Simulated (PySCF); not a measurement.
**Heteronuclear NMR**

Numbering as in the mapped SMILES `[BH2-:1]1[O:2][CH:3]=[C:4]([CH:5]2[CH2:6][CH2:7]2)[CH:8]=[O+:9]1`. Hydrogens are named by the atom that carries them. Ha(C6), Ha(C7) are cis to C4 on the ring; Hb(C6), Hb(C7) are trans to C4 on the ring.

- PBE0/pcSseg-1 with gauge-including orbitals
- coordinates at the PBE0-D3(BJ)/def2-SVP level
- program: PySCF
- relativity neglected, rapidly exchanging positions averaged, no solvent model, single conformer

Task: Predict the 17O NMR data.

Result: 
```csv
atoms,environment,σ (ppm),δ (ppm)
O9,donor oxygen of a Lewis adduct,55.9,214.2
O2,"oxygen bonded to C, B, in a 6-membered ring",57.9,212.5
```

Shieldings were converted by a linear fit to measured shifts: 17O: δ = 264.06 − 0.892σ (rms 13.4 ppm, 147 shifts, 14.2 ppm with the 1 outlier that the fit left out vs liquid water, solution or neat liquid). A few per cent of atoms miss by over 2 rms, more outside the fitted compound classes.

On a 400 MHz spectrometer 17O resonates near 54.2 MHz, so 1 ppm is 54.2 Hz.
